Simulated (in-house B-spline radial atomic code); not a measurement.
Sn²⁺: [Ar] 3d9 4s2 4p6 4d10 5s2 5f1 (an excited or competing configuration)

All numbers are computed (Dirac-Hartree-Fock, average of configuration; Fermi nucleus of rms radius 4.6519 fm) with a B-spline radial code for spherical atoms, not measured.

Z_r = [3n² - l(l+1)]/(2<r>); Z_e = n√(-2ε); the last column is Slater's effective charge. Values are occupation-weighted means over j. An effective charge above Z reflects the relativistic contraction of the inner shells.

```
shell  electrons   ε (eV)  <r> (bohr)    Z_r    Z_e  Slater
   1s          2   -29440     0.02905  51.64  46.52   49.70
   2s          2  -4596.2      0.1249  48.05  36.76   45.85
   2p          6  -4130.7      0.1094  45.71  34.85   45.85
   3s          2   -969.3      0.3352  40.28  25.32   38.75
   3p          6  -812.06      0.3334  37.50  23.18   38.75
   3d          9  -573.74      0.3128  33.57  19.48   29.20
   4s          2  -197.93      0.8048  29.82  15.26   23.10
   4p          6  -146.89      0.8655  26.58  13.14   23.10
   4d         10  -69.836       1.018  20.63   9.06   11.85
   5s          2  -37.673       2.102  17.84   8.32    7.35
   5f          1  -5.1568       9.586   3.29   3.08    3.00
```

The least bound orbital is 5f5/2 at -5.155 eV, and it is also the most diffuse (<r> = 9.591 bohr). The part-filled 3d shell lies below the filled 5s shell in orbital energy.

Spin-orbit splittings of the orbital energies (j = l + 1/2 above j = l - 1/2 when positive): 2p 231.7 eV, 3p 44.26 eV, 3d 9.055 eV, 4p 8.398 eV, 4d 1.279 eV, 5f -0.002599 eV.

For the 1s electron the small component carries 3.37 % of the norm, the zero-frequency Breit interaction raises the level by 67.83 eV, self-energy by 38.35 eV, and vacuum polarisation lowers it by 5.048 eV.
